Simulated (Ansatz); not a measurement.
Geometry optimisation, RKS BHLYP-D4/def2-SVP in Ansatz 0.2.0.

Input:

```yaml
crystal:
  periodic: [false, false, false]
  atoms:
    - { symbol: Li, position_ang: [-1.33113, -1.28114, -0.79284] }
    - { symbol: "N", position_ang: [0.32807, -0.78509, -0.82159] }
    - { symbol: C, position_ang: [0.12945, 0.14541, 0.114] }
    - { symbol: C, position_ang: [-0.15207, 0.99428, 0.92779] }
    - { symbol: H, position_ang: [1.29265, -0.76928, -1.1253] }
    - { symbol: H, position_ang: [-0.26698, 1.69582, 1.69794] }
basis:
  gaussian: { orbitals: def2-SVP }
hamiltonian:
  xc: { name: BHLYP }
  dispersion: d4
relax:
  f_tol: 0.02
  max_steps: 40
scf:
  lower_state_search: "off"
```

Launched with:

```bash
$ ansatz run input.yaml --threads 1 --pin off --max-ram 2048MiB --backend cpu --events-out ev --progress --plain --runs-dir out
```

Task: Where does it end, and by what steps?

Result: It converged. After 22 steps the energy has fallen by 0.135 eV; Li1 moved furthest, 0.66 Å. Joined: Li1–C4.

```csv
step,energy less start (eV),largest force component (eV/Å),accepted
0,0.0000,1.063,yes
1,-0.0259,0.302,yes
2,-0.0474,0.276,yes
3,-0.0638,0.260,yes
4,-0.0803,0.411,yes
5,-0.0850,0.113,yes
6,-0.0871,0.056,yes
7,-0.0873,0.022,yes
8,-0.0874,0.030,yes
9,-0.0882,0.069,yes
10,-0.0901,0.087,yes
11,-0.0929,0.112,yes
12,-0.0970,0.135,yes
13,-0.1027,0.160,yes
14,-0.1095,0.206,yes
15,-0.1162,0.196,yes
16,-0.0090,1.688,no
17,-0.1252,0.113,yes
18,-0.1284,0.188,yes
19,-0.1001,0.717,no
20,-0.1334,0.218,yes
21,-0.1345,0.122,yes
22,-0.1350,0.018,yes
```

```xyz
6
Properties=species:S:1:pos:R:3
Li -1.314 -0.726 -0.427
N 0.602 -0.947 -0.618
C 0.337 0.083 0.105
C -0.401 0.885 0.718
H 1.228 -0.769 -1.393
H -0.452 1.474 1.615
```

Whether the end is a true minimum wasn't checked by a vibrational analysis.

The run took 58 s on 1 thread of Arm Neoverse N1, on a shared host, peak memory 0.12 GiB.
